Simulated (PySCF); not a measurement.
H₃OSi, charge -1, multiplicity 1. Atoms are numbered in the order given.

```xyz
5

O      0.0000     0.0000    -1.1470
Si     0.0000     0.0000     0.4173
H     -1.1820     0.6824     1.1112
H      1.1820     0.6824     1.1112
H      0.0000    -1.3648     1.1112
```
Charge -1, spin multiplicity 1.

Coordinates come from a PBE0-D3(BJ)/def2-TZVPD optimisation. The multiplicity is an assumed one; other spin states were not compared. The isomer is the one that the SMILES or the coordinates give; other isomers of the formula were not compared.

Method: HF/def2-TZVPD (PySCF).

Mulliken values depend strongly on the basis, most of all with diffuse functions as here. ESP charges are fitted to the potential on shells at 1.4 to 2.0 van der Waals radii. Atomic charges (e):

```
atom  ESP fit  Mulliken
----  -------  --------
O1      -0.97     -0.85
Si2      0.84      0.27
H3      -0.29     -0.14
H4      -0.29     -0.14
H5      -0.29     -0.14
```
